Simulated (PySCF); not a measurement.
TaBr3, SMILES [Br][Ta]([Br])[Br] (connectivity only; charge and spin as stated), neutral, multiplicity 3. Atoms are numbered in the order given.

```xyz
4

Ta     0.0000     0.0000    -0.0852
Br     0.0000     0.0000    -2.5177
Br     0.0000    -1.9916     1.3477
Br     0.0000     1.9916     1.3477
```
Charge 0, spin multiplicity 3.

Geometry optimised at PBE-D3(BJ)/def2-SVP. The spin state was assumed, not searched. The def2 effective core potentials stand for the cores of Ta; spin–orbit coupling is left out.

Level of theory: PBE-D3(BJ)/def2-SVP (PySCF).

Frequencies are harmonic and unscaled.

| mode | ν (cm⁻¹) | IR (km/mol) | moving atoms (share of kinetic energy) |
|---|---|---|---|
| 1 | 27 | 3.2 | Br 78 %, Ta 22 % |
| 2 | 48 | 0.5 | Ta 57 %, Br 43 % |
| 3 | 63 | 0.0 | Br 88 %, Ta 12 % |
| 4 | 229 | 0.0 | Br 100 % |
| 5 | 243 | 66.4 | Br 65 %, Ta 35 % |
| 6 | 286 | 40.6 | Br 55 %, Ta 45 % |
